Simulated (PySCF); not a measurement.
Simulated outer-valence photoelectron spectrum of `N#CC#CB(Cl)Cl`. The calculation used EOM-IP-CCSD/aug-cc-pVDZ in PySCF, restricted Hartree–Fock reference, frozen core, non-relativistic, gas phase, PBE0-D3(BJ)/def2-SVP geometry.

Each root has a Gaussian of 0.6 eV full width with its one-hole share as area; cross sections and vibrations are left out, and the highest printed point is 100.

```tsv
ionisation energy (eV)	intensity
10.6	0
10.7	1
10.8	2
10.9	4
11.0	9
11.1	18
11.2	30
11.3	43
11.4	55
11.5	64
11.6	66
11.7	62
11.8	54
11.9	48
12.0	46
12.1	52
12.2	65
12.3	81
12.4	95
12.5	100
12.6	94
12.7	79
12.8	58
12.9	38
13.0	21
13.1	11
13.2	5
13.3	3
13.4	3
13.5	6
13.6	12
13.7	20
13.8	31
13.9	42
14.0	51
14.1	59
14.2	65
14.3	70
14.4	72
14.5	71
14.6	64
14.7	52
14.8	38
14.9	24
15.0	14
15.1	7
15.2	3
15.3	1
15.4	0
15.5	0
```

Q: Where are the maxima, and how many lines lie under the curve?

A: 3 maxima, at 11.6, 12.5 and 14.4 eV, from 8 lines. At this width some lines have no maximum of their own.

Q: List the lines with their holes.

A: 
| E (eV) | leading hole (HF orbital) | area | Koopmans (eV) |
| --- | --- | --- | --- |
| 11.44 | HOMO | 0.96 | 11.71 |
| 11.71 | HOMO-1 | 0.96 | 11.88 |
| 12.33 | HOMO-2 | 0.95 | 13.24 |
| 12.53 | HOMO-3 | 0.95 | 13.44 |
| 12.64 | HOMO-4 | 0.95 | 13.77 |
| 13.99 | HOMO-5 | 0.94 | 14.75 |
| 14.38 | HOMO-6 | 0.93 | 15.15 |
| 14.62 | HOMO-7 | 0.93 | 15.38 |

The widest gap, 1.35 eV, lies between 12.64 and 13.99 eV. Only orbitals with −ε under 21 eV, eight at most, were ionised, so the high end of the curve may lack lines.
